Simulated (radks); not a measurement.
F II, configuration [He] 2s(up 1, down 1) 2p4.

Method: scalar-relativistic Kohn-Sham, PBE, spin-polarised, spherical densities, point nucleus; open shells are filled with parallel spins first; computed with a radial shooting solver on a logarithmic mesh with Libxc functionals.

Energy parts (hartree):
part                      energy
total                  -99.10393
kinetic                 99.05893
electron-nucleus      -232.32133
Hartree                 43.95087
exchange-correlation    -9.79241

Orbitals (lengths in bohr, moments of r in powers of bohr; r(max) is where P^2 peaks; r(90%) holds 90 % of the orbital's charge):
| orbital | occ. | eigenvalue (hartree) | <1/r> | <r^4> | r(max) | r(90%) |
|---|---|---|---|---|---|---|
| 1s up | 1 | -25.15240 | 8.625 | 0.004629 | 0.1144 | 0.316 |
| 1s down | 1 | -25.09312 | 8.638 | 0.004578 | 0.1143 | 0.315 |
| 2s up | 1 | -1.79960 | 1.529 | 2.289 | 0.7490 | 1.52 |
| 2s down | 1 | -1.65449 | 1.497 | 2.549 | 0.7568 | 1.56 |
| 2p up | 3 | -1.09904 | 1.392 | 3.379 | 0.6756 | 1.65 |
| 2p down | 1 | -0.95418 | 1.348 | 4.244 | 0.6906 | 1.74 |

The highest occupied level is 2p down at -25.965 eV. The density falls to 0.001 e/bohr^3 at r = 2.74 bohr.
